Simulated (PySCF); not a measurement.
C6H9O (doublet state).
Structure used (GFN2-xTB), in Å, numbered top down from 1:
```xyz
16
C6H9O angstrom
C     -1.6187   -1.5158   -0.0176
C     -1.4560   -0.2393    0.4007
C     -0.4060    0.6254    0.0368
C     -0.3833    1.9621    0.5730
O      0.4620    2.8038    0.3247
C      0.7292    0.2149   -0.8363
C      1.7795   -0.5675   -0.0344
H     -0.9365   -1.9899   -0.7010
H     -2.4508   -2.1078    0.3200
H     -2.1954    0.1740    1.0775
H     -1.2217    2.1976    1.2581
H      0.3765   -0.4000   -1.6661
H      1.1980    1.1180   -1.2323
H      2.6024   -0.8545   -0.6837
H      2.1701    0.0517    0.7688
H      1.3431   -1.4638    0.4003
```

The hyperfine couplings belong to this conformer and change with its torsions.

Identity: `C(=C)[C](CC)C=O` [radical].

Computed, not measured: UKS B3LYP, pcH-1 on C H O, non-relativistic, mean-field spin-orbit, GIAO (PySCF). One conformer (not necessarily the lowest) at the GFN2-xTB geometry, without solvent, vibrations or thermal averaging. The geometry wasn't refined by DFT: couplings that depend on bond lengths, twists or pyramidal angles can differ widely from those at the functional's own minimum. No stability test was run, so a lower SCF solution isn't excluded. ⟨S²⟩ is 0.777 where a pure state has 0.75.

Give the principal g shifts and their parts.

| Δg (ppm) | 1 | 2 | 3 |
| --- | --- | --- | --- |
| relativistic mass correction | -179 | -179 | -179 |
| gauge correction | -9 | 34 | 38 |
| orbital Zeeman/spin–orbit | 16 | 1718 | 4033 |
| total | -172 | 1573 | 3892 |

So g = 2.00215, 2.00389, 2.00621 and g_iso = 2.00408; the tensor is rhombic: the two nearest values differ by 43 % of g3 − g1. Axes: g2 points within 7° of the C1–H8 bond.

What are the electron Larmor frequencies g μB B/h along the three axes at 350 mT?

9.8079, 9.8164, 9.8278 GHz for g1, g2 and g3, a range of 19.9 MHz.

What effective moment and Curie constant follow for a powder?

With the mean of g² = 4.0164 and S(S+1) = 0.75: μ_eff = √(⟨g²⟩S(S+1)) = 1.736 μB and χT = 0.12505·⟨g²⟩·S(S+1) = 0.377 cm³ K/mol (cgs; spin-Hamiltonian part alone).

At 9.74 GHz, how far is the centre of the isotropic spectrum from where a free electron (g = 2.002319) resonates?

B = hν/(g μB) with μB/h = 13.99624 MHz/mT gives 347.55 mT for the free electron and 347.24 mT at g_iso, 0.31 mT lower.

In a frozen sample, at which fields do the three g values resonate at 9.5, 34, 94 and 263 GHz (hyperfine left aside), and which band first spreads them over more than twice a line width of 0.5 mT?

```tsv
band	GHz	B(g3) mT	B(g2) mT	B(g1) mT	spread mT
X	9.5	338.33	338.72	339.01	0.69
Q	34.0	1210.85	1212.25	1213.31	2.46
W	94.0	3347.65	3351.52	3354.44	6.80
J	263.0	9366.29	9377.13	9385.30	19.01
```

The spread grows in proportion to the frequency. Q band is the first where it exceeds 1.0 mT.

The Mulliken spin populations are largest on C3 (+0.57), C1 (+0.54), C2 (-0.23) and O5 (+0.23). Three atoms exceed +0.15. The angles at C3 add up to 359.9°, so it is planar.

The HOMO–LUMO gaps are 5.40 eV among the α and 3.48 eV among the β orbitals.

On Arm Neoverse N1, one thread, shared host, this took 97 s wall (with the writing of density and orbital grids) and 0.98 GiB of memory at its peak.
